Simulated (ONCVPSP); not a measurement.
**Which setting gave this result? (Be (Z = 4), ONCV)**

Base potential:

* Element: beryllium
* Generator: ONCVPSP 4.0.1
* Type: optimised norm-conserving Vanderbilt (ONCV)
* Functional: PBE
* Relativity: scalar-relativistic
* Frozen core: none
* Valence charge: 4
* Reference configuration: 1s2 2s1.75 2p0.25
* Partial waves: 1s+2s: rc 0.65 bohr, ncon 4, nbas 7, qcut 18.9 1/bohr, 2 projectors; 2p: rc 4.00 bohr, ncon 3, nbas 6, qcut 3.2 1/bohr, 3 projectors, debl 3.9 Ha; d scattering state at 0.25 Ha: rc 3.95 bohr, ncon 4, nbas 8, qcut 2.6 1/bohr, 2 projectors, debl 2.1 Ha
* Local potential: polynomial inside 0.45 bohr (lpopt 5, dvloc0 3 Ha)
* Core correction: none

Cutoffs, loose and tight: the cutoffs (Ha) at which the residual kinetic energy of the hardest occupied pseudo-wave falls to 1 and 0.1 mHa per electron. They do not see the model core or the augmentation charge, which bear on the density cutoff. Test errors are all-electron minus pseudo excitation energies from the reference, over the configurations 1s2 2s2 2p0; 1s2 2s1 2p0; 1s2 2s0 2p0; 1s2 2s1.5 2p0; variants that change the core or the reference have their own tests.

Only the p radius is moved (1 further runs of the sweep failed or gave no value and are left out):

```
p radius (bohr)  cutoff, loose  cutoff, tight  bound ghosts  largest test error (meV)  median size of the test errors
           2.84         127 Ha         149 Ha          none                       +34                         7.6 meV
           3.36         127 Ha         149 Ha          none                       +48                        11.5 meV
           4.58         127 Ha         149 Ha          none                       +83                        22.4 meV
           5.14         127 Ha         149 Ha          none                      +116                        33.0 meV
```

**Question.** One more run gave cutoff, loose: 127 Ha; cutoff, tight: 149 Ha; bound ghosts: none; largest test error (meV): +65; median size of the test errors: 16.7 meV. Which value of the p radius was used?

**Answer.** 3.96 bohr. The median size of the test errors moves one way along this sweep, from 7.6 meV at 2.84 to 33.0 meV at 5.14 bohr, which places the run between 3.36 and 4.58 bohr.
